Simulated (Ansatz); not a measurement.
Geometry optimisation, RKS PBE-D4/def2-SVP (Ansatz).

input.yaml

```yaml
crystal:
  periodic: [false, false, false]
  atoms:
    - { symbol: Al, position_ang: [0.241869, 0.677652, -0.190186] }
    - { symbol: H, position_ang: [-0.27716, -1.016894, 1.921431] }
    - { symbol: "N", position_ang: [1.576108, -0.02332, -1.108449] }
    - { symbol: H, position_ang: [1.462332, -0.607602, -1.937937] }
    - { symbol: H, position_ang: [2.563292, 0.08069, -0.870554] }
    - { symbol: F, position_ang: [-1.326258, 0.445939, -0.734692] }
    - { symbol: O, position_ang: [0.522612, 1.6805, 1.215053] }
    - { symbol: Al, position_ang: [0.78307, 2.960238, 2.321378] }
    - { symbol: H, position_ang: [1.255752, 2.569155, 3.796559] }
    - { symbol: H, position_ang: [0.563945, 4.468561, 1.840683] }
    - { symbol: H, position_ang: [-0.048762, -0.32972, 1.957214] }
basis:
  gaussian: { orbitals: def2-SVP }
hamiltonian:
  xc: pbe
  dispersion: d4
relax:
  f_tol: 0.03
  max_steps: 50
```

Command:

```bash
$ ansatz run input.yaml --threads 4 --pin off --max-ram 5120MiB --backend cpu --events-out ev --progress --plain --runs-dir out
```

Problem. Where does it end, and by what steps?

Solution. The forces met the threshold. The force dipped under the threshold on the way, but the program's further checks kept it going. After 18 steps the energy has fallen by 0.142 eV; H11 moved furthest, 0.69 Å.

```json
{"step": "0", "energy less start (eV)": "0.0000", "largest force component (eV/Å)": "1.800", "accepted": "yes"}
{"step": "1", "energy less start (eV)": "-0.0791", "largest force component (eV/Å)": "0.525", "accepted": "yes"}
{"step": "2", "energy less start (eV)": "-0.0925", "largest force component (eV/Å)": "0.686", "accepted": "yes"}
{"step": "3", "energy less start (eV)": "-0.1112", "largest force component (eV/Å)": "0.414", "accepted": "yes"}
{"step": "4", "energy less start (eV)": "-0.1142", "largest force component (eV/Å)": "0.199", "accepted": "yes"}
{"step": "5", "energy less start (eV)": "-0.1201", "largest force component (eV/Å)": "0.043", "accepted": "yes"}
{"step": "6", "energy less start (eV)": "-0.1222", "largest force component (eV/Å)": "0.025", "accepted": "yes"}
{"step": "7", "energy less start (eV)": "-0.1236", "largest force component (eV/Å)": "0.038", "accepted": "yes"}
{"step": "8", "energy less start (eV)": "-0.1254", "largest force component (eV/Å)": "0.085", "accepted": "yes"}
{"step": "9", "energy less start (eV)": "-0.1256", "largest force component (eV/Å)": "0.089", "accepted": "yes"}
{"step": "10", "energy less start (eV)": "-0.0623", "largest force component (eV/Å)": "1.324", "accepted": "no"}
{"step": "11", "energy less start (eV)": "-0.1316", "largest force component (eV/Å)": "0.050", "accepted": "yes"}
{"step": "12", "energy less start (eV)": "-0.1210", "largest force component (eV/Å)": "0.748", "accepted": "no"}
{"step": "13", "energy less start (eV)": "-0.1349", "largest force component (eV/Å)": "0.042", "accepted": "yes"}
{"step": "14", "energy less start (eV)": "-0.1369", "largest force component (eV/Å)": "0.141", "accepted": "yes"}
{"step": "15", "energy less start (eV)": "-0.1399", "largest force component (eV/Å)": "0.053", "accepted": "yes"}
{"step": "16", "energy less start (eV)": "-0.1406", "largest force component (eV/Å)": "0.021", "accepted": "yes"}
{"step": "17", "energy less start (eV)": "-0.1406", "largest force component (eV/Å)": "0.226", "accepted": "yes"}
{"step": "18", "energy less start (eV)": "-0.1416", "largest force component (eV/Å)": "0.024", "accepted": "yes"}
```

```xyz
11
Properties=species:S:1:pos:R:3
Al 0.308 0.675 0.012
H -0.573 -0.938 1.391
N 1.569 -0.058 -0.992
H 1.386 -0.680 -1.781
H 2.568 0.135 -0.912
F -1.297 0.353 -0.384
O 0.665 1.837 1.211
Al 0.805 3.131 2.321
H 1.151 2.777 3.839
H 0.604 4.624 1.789
H 0.130 -0.951 1.716
```

Whether the end is a true minimum wasn't checked by a vibrational analysis.

The run took 26 s on 4 threads of Arm Neoverse V1, with other jobs on the host, peak memory 0.16 GiB.
